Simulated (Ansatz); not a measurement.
C3H7AlSi can be A, `CC1=C[SiH]1[AlH2]`, or B, `C=C=[C]([AlH2])[SiH3]`.

Computed with Ansatz on PBE0-D4/def2-TZVP structures; ΔE is electronic, products minus reactants. CCSD(T)/CBS adds triple-zeta CCSD(T) − MP2 to the extrapolated MP2 energy (def2 sets, frozen cores). DFT in def2-TZVPP. B3LYP here is the variant with VWN-RPA as its local correlation; programs differ in this.

Task: Which is lower in electronic energy at CCSD(T)/CBS, and by how much? (Estimate.)

Result: Computed: B, by 40.7 kJ/mol.

Task: Give E(B) − E(A) in kJ/mol with MP2/def2-TZVPP, B3LYP-D4, PBE-D4, HF/def2-TZVPP, PBE0-D4, B2PLYP, ωB97M-V. (An estimate is asked.)

Result: The calculation gave: MP2/def2-TZVPP -42.1, B3LYP-D4 -56.5, PBE-D4 -26.4, HF/def2-TZVPP -71.3, PBE0-D4 -24.9, B2PLYP -51.1, ωB97M-V -46.9. None reverses the order clearly.

Largest T1 diagnostic: 0.014.

In def2-TZVPP, CCSD(T) changes the Hartree–Fock value by +28.7 kJ/mol (the triples alone add +2.0 kJ/mol) and MP2 by +29.2 kJ/mol.
